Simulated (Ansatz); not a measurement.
Au₄O₂⁻. The state is a doublet with charge -1. Geometry r2SCAN-D4/def2-SVPD; atoms count from 1.

| atom | x (Å) | y (Å) | z (Å) |
| --- | --- | --- | --- |
| Au1 | 0.770 | -1.062 | 1.690 |
| Au2 | 3.030 | -2.146 | 2.049 |
| Au3 | -1.211 | 0.599 | -0.241 |
| Au4 | 0.018 | 1.350 | -3.055 |
| O5 | -1.563 | 1.491 | -1.926 |
| O6 | -1.045 | -0.232 | 1.483 |

In the def2 sets Au takes a core potential; there is no spin–orbit coupling. Another isomer (doublet) lies 0.53 eV lower at PBE0-D4/def2-TZVPD; other spin states weren't run for this one.

Q: Estimate the Mulliken populations from the PBE0/def2-TZVPD orbitals of Ansatz.

A: 
```json
{"atom": "Au1", "charge (e)": "-0.01", "spin (α − β)": "0.09", "d electrons": "9.59"}
{"atom": "Au2", "charge (e)": "-0.22", "spin (α − β)": "-0.01", "d electrons": "9.86"}
{"atom": "Au3", "charge (e)": "0.12", "spin (α − β)": "0.18", "d electrons": "9.22"}
{"atom": "Au4", "charge (e)": "0.19", "spin (α − β)": "-0.03", "d electrons": "9.64"}
{"atom": "O5", "charge (e)": "-0.60", "spin (α − β)": "0.10", "d electrons": "–"}
{"atom": "O6", "charge (e)": "-0.48", "spin (α − β)": "0.67", "d electrons": "–"}
```
Mulliken values depend strongly on the basis. With diffuse functions, as here, like atoms can get unlike values, and bond orders can come out too low or too high.

Q: Where does the spin sit?

A: Summed by element: Au 0.23, O 0.77, of 1 unpaired in all. Largest on single atoms: O6 0.67, Au3 0.18, O5 0.10.

Q: And the Mayer bond orders between heavy atoms (over 0.3)?

A: Au1–Au2 0.91 (2.53 Å); Au1–O6 0.48 (2.01 Å); Au3–O5 0.65 (1.94 Å); Au3–O6 0.75 (1.92 Å); Au4–O5 0.85 (1.95 Å).
